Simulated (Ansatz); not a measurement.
This geometry of C2H9BOSn (14 atoms, charge 0, multiplicity 1) is a first-order saddle point.

Level of theory: Ansatz, RKS PBE/def2-SVP.

```xyz
14
Properties=species:S:1:pos:R:3
B -0.656 2.077 0.976
C -0.781 0.587 0.526
C 0.489 -0.285 0.395
O 0.565 -1.320 1.366
Sn 0.785 -1.177 -1.625
H -1.667 2.717 1.211
H 0.424 2.638 1.060
H -1.375 0.659 -0.423
H -1.508 0.078 1.204
H 1.389 0.339 0.573
H -0.185 -1.926 1.212
H 2.403 -1.760 -1.817
H 0.394 -0.114 -2.943
H -0.290 -2.543 -1.685
```

(1) Which two structures does it join? (They come from a converged band through this point; their orientation in space is the band's.)

(2) How far does it lie above each of them?

## Answers

(1) No bond is made or broken. The dihedral H8–C2–C3–Sn5 goes from 63 to -103°.

First end point:

```xyz
14
Properties=species:S:1:pos:R:3
B -0.785 1.916 0.463
C -0.811 0.388 0.762
C 0.457 -0.443 0.580
O 0.440 -1.684 1.270
Sn 0.930 -0.785 -1.571
H -1.827 2.540 0.380
H 0.270 2.527 0.405
H -1.717 -0.116 0.355
H -1.032 0.458 1.869
H 1.326 0.115 0.987
H -0.351 -2.173 0.971
H 2.549 -1.363 -1.765
H 0.694 0.621 -2.566
H -0.158 -2.029 -2.111
```

Last end point:

```xyz
14
Properties=species:S:1:pos:R:3
B -0.741 0.803 1.672
C -0.538 1.209 0.101
C 0.555 0.155 0.019
O 0.234 -0.617 1.272
Sn 0.712 -1.190 -1.729
H -1.820 0.371 2.059
H -0.066 1.403 2.494
H -0.179 2.233 -0.119
H -1.414 0.994 -0.547
H 1.557 0.575 0.232
H -0.423 -1.309 1.052
H 2.241 -1.990 -1.819
H 0.406 -0.298 -3.173
H -0.537 -2.371 -1.485
```

(2) 4.2 kcal/mol above the first and 7.7 kcal/mol above the second. This is the barrier of this one path; another mechanism may lie lower.

Time of the run: 6.9 min on 2 threads of Arm Neoverse N1 (shared host), peak memory 0.17 GiB.
